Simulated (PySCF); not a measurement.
Excitations are Tamm–Dancoff values on a coarser integration grid. The basis has no diffuse functions, so Rydberg states are missing or too high.

# C$_{6}$H$_{15}$FSi, SMILES `CC[Si](F)(CC)CC` (charge 0, multiplicity 1)

Method: PBE-D3(BJ)/def2-TZVP // PBE-D3(BJ)/def2-SVP in PySCF 2.14.0.

```
Item                                           Value
----------------------  ----------------------------
HOMO                                        -6.61 eV
dipole moment                                 1.83 D
HOMO–LUMO gap                                6.54 eV
LUMO                                        -0.07 eV
S1 excitation (TDA)                          6.59 eV
S1 oscillator strength                         0.009
T1 excitation (TDA)                          6.46 eV
S1–T1 gap (TDA)                              0.13 eV
total energy                            -626.6715 Ha
cost                    very roughly 40 core-minutes
```

```xyz
23

C     -0.7124    -2.0537    -0.6064
C     -0.4801    -1.3327     0.7300
Si     0.1472     0.4382     0.5463
F      0.3312     1.0315     2.0867
C     -1.0995     1.5480    -0.3331
C     -2.4944     1.5642     0.3083
C      1.8393     0.5120    -0.2850
C      2.9166    -0.3434     0.3969
H     -1.4623    -1.5270    -1.2330
H      0.2200    -2.1200    -1.2055
H     -1.0802    -3.0905    -0.4624
H     -1.4175    -1.3034     1.3273
H      0.2507    -1.8915     1.3546
H     -1.1582     1.2227    -1.3961
H     -0.6698     2.5737    -0.3616
H     -2.4438     1.8794     1.3705
H     -2.9657     0.5595     0.2886
H     -3.1850     2.2593    -0.2124
H      1.7120     0.2109    -1.3491
H      2.1487     1.5801    -0.3154
H      3.9052    -0.2403    -0.0962
H      3.0440    -0.0552     1.4604
H      2.6542    -1.4217     0.3806
```
